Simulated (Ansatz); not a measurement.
Geometry optimisation, RKS B3LYP-D4/6-31G* (Ansatz 0.2.0).

The input (input.yaml):

```yaml
crystal:
  periodic: [false, false, false]
  atoms:
    - { symbol: "N", position_ang: [-1.3853, 2.3191, 0.3172] }
    - { symbol: Al, position_ang: [-0.3343, 0.8368, 0.6314] }
    - { symbol: C, position_ang: [-0.5792, -1.1044, 0.2817] }
    - { symbol: C, position_ang: [0.9117, -1.2399, -0.3288] }
    - { symbol: C, position_ang: [1.3621, 0.1651, -0.1866] }
    - { symbol: H, position_ang: [-1.7121, 2.3385, -0.7017] }
    - { symbol: H, position_ang: [-2.2771, 2.2341, 0.8715] }
    - { symbol: H, position_ang: [-1.3215, -1.3117, -0.4335] }
    - { symbol: H, position_ang: [-0.639, -1.6697, 1.2795] }
    - { symbol: H, position_ang: [1.4644, -1.9756, 0.2629] }
    - { symbol: H, position_ang: [0.7589, -1.5375, -1.3762] }
    - { symbol: H, position_ang: [2.231, 0.2352, 0.5587] }
    - { symbol: H, position_ang: [1.5408, 0.6753, -1.1613] }
basis:
  gaussian: { orbitals: "6-31G*" }
hamiltonian:
  xc: b3lyp
  dispersion: d4
relax:
  f_tol: 0.02
  max_steps: 50
```

Run as:

```bash
$ ansatz run input.yaml --threads 2 --pin off --max-ram 3072MiB --backend cpu --events-out ev --progress --plain --runs-dir out
```

Where does it end, and by what steps?

The run converged. After 8 steps the energy has fallen by 1.451 eV; H6 moved furthest, 1.16 Å.

```
step  energy less start (eV)  largest force component (eV/Å)  accepted
   0                  0.0000                           3.046       yes
   1                 -0.9337                           1.263       yes
   2                 -1.0828                           1.065       yes
   3                 -1.2089                           1.139       yes
   4                 -1.3121                           0.584       yes
   5                 -1.3839                           0.400       yes
   6                 -1.4372                           0.217       yes
   7                 -1.4500                           0.073       yes
   8                 -1.4514                           0.017       yes
```

```xyz
13
Properties=species:S:1:pos:R:3
N -1.547 2.163 0.220
Al -0.489 0.729 0.168
C -0.599 -1.226 0.373
C 0.811 -1.231 -0.326
C 1.364 0.243 -0.287
H -1.248 3.111 0.023
H -2.532 2.148 0.457
H -1.346 -1.848 -0.129
H -0.530 -1.574 1.412
H 1.501 -1.942 0.144
H 0.690 -1.539 -1.372
H 2.075 0.378 0.538
H 1.869 0.554 -1.206
```

Whether the end is a true minimum wasn't checked by a vibrational analysis.

Run time: 28 s on 2 threads of Arm Neoverse V1 (shared host), peak memory 0.2 GiB.
